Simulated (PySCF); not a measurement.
Vertical excitations of a molecule C₂H₇NSi₂ from TDA-LC-ωPBE/def2-SVPD (PySCF 2.14.0), as energy in eV (oscillator strength): 7.49 (0.037), 7.55 (0.008), 7.79 (0.024), 7.99 (0.037), 8.08 (0.000), 8.41 (0.012), 8.52 (0.071), 8.59 (0.332), 8.78 (0.247), 8.83 (0.015). Lowest triplet (TDA): 6.16 eV. Geometry: B3LYP-D3(BJ)/def2-SVP. Other conformers were not sampled.

Question: Identify the compound among the candidates.
(A) C1=NC[SiH2][SiH2]1
(B) [SiH3]N1C=C[SiH2]1
(C) [SiH3]C1=N[SiH2]C1
(D) N#CC[SiH2][SiH3]

Answer: D, N#CC[SiH2][SiH3]
